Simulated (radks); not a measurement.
The numbers below are computed, except where a source is named.
How relativity changes the ionisation of the holmium ion Ho2+ ([Xe] 4f11) to Ho3+ ([Xe] 4f10). Spin-unpolarised spherical Kohn-Sham, PBE, point nucleus unless stated (finite: rms radius 5.2022 fm), a radial shooting solver on a logarithmic mesh with Libxc functionals. A level marked "c x" has the speed of light scaled by that factor and shares open shells by 2j + 1; other Dirac levels either fill j = l - 1/2 first or share by 2j + 1.

level,E(Ho2+) (hartree),E(Ho3+) (hartree),IE (eV),HOMO,<r> HOMO (bohr)
non-rel.,-12068.0417,-12066.9395,29.991,4f,0.8009
scalar-rel.,-12615.6820,-12614.7279,25.962,4f,0.8426
"scalar-rel., finite nucleus",-12614.4955,-12613.5414,25.963,4f,0.8426
"Dirac, 2j+1 shares",-12627.7928,-12626.8419,25.877,4f7/2,0.8516
"Dirac, low j first",-12627.8391,-12626.9079,25.339,4f7/2,0.8531
"Dirac, 2j+1 shares, finite nucleus",-12626.5982,-12625.6472,25.878,4f7/2,0.8516
"Dirac, c x 0.75",-13187.5350,-13186.6916,22.950,4f7/2,0.9049
"Dirac, c x 1.25",-12409.7336,-12408.7296,27.321,4f7/2,0.8315
"Dirac, c x 2",-12195.3499,-12194.2866,28.934,4f7/2,0.8122

NIST Atomic Spectra Database: 22.79 eV (semi-empirical). The relativistic part of the total energy of Ho2+ is -558.6 hartree (Dirac, 2j+1 shares, finite nucleus), 4.6 % of the non-relativistic value. Spin polarisation and multiplet splitting of open shells are left out at every level.

Beside tabulated values, note that relativity, absent from the non-relativistic runs, is large for the heavy elements, and spin-unpolarised runs miss the spin-polarisation part of the exchange energy of open shells.
